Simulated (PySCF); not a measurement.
**TiH3 at several levels of theory**

All levels use the PBE0 minimum (doublet; Ti–H 1.730 Å (×3); H–Ti–H 118.3° (×3)), basis [Ti def2-TZVP, H def2-TZVP], no relativity, density fitting, no spin–orbit coupling, PySCF. For vertical energies the ionised species is a singlet (spins chosen at PBE0 and kept) and the electron-attached one a triplet. Atomisation goes to high-spin ground-configuration atoms, without zero-point energy. Open shells are unrestricted, also as the reference of the correlated levels. A dash marks a value that was not computed or is not defined at that level.

| level | atomisation (kJ/mol) | vertical IP (eV) | vertical EA (eV) | −ε(HOMO) (eV) | dipole (D) |
| --- | --- | --- | --- | --- | --- |
| CCSD(T) | ? | ? | ? | – | – |
| HF | 482 | 9.38 | 0.35 | 11.27 | 1.60 |
| MP2 | 672 | 8.41 | 0.45 | – | – |
| PBE0 | 756 | 8.69 | 0.79 | 6.72 | 1.28 |
| PBE | 811 | 8.35 | 0.73 | 4.90 | 1.12 |
| B3LYP | 788 | 8.79 | 0.79 | 6.45 | 1.24 |
| r2SCAN | 819 | 8.55 | 0.75 | 5.40 | 1.20 |
| wB97X | ? | ? | ? | ? | ? |

Task: Fill in the row of CCSD(T).

Result: atomisation (kJ/mol) 717, vertical IP (eV) 8.48, vertical EA (eV) 0.49.

Task: Fill in the row of wB97X.

Result: atomisation (kJ/mol) 770, vertical IP (eV) 8.74, vertical EA (eV) 0.78, −ε(HOMO) (eV) 9.21, dipole (D) 1.36.

For TiH₃ itself CCSD(T) correlates 15 electrons; T1 = 0.033, D1 = 0.087, (T) = -31 kJ/mol.

Without diffuse functions attachment energies tend to come out too low.

Other spin states or occupations of the open shell can lie lower.
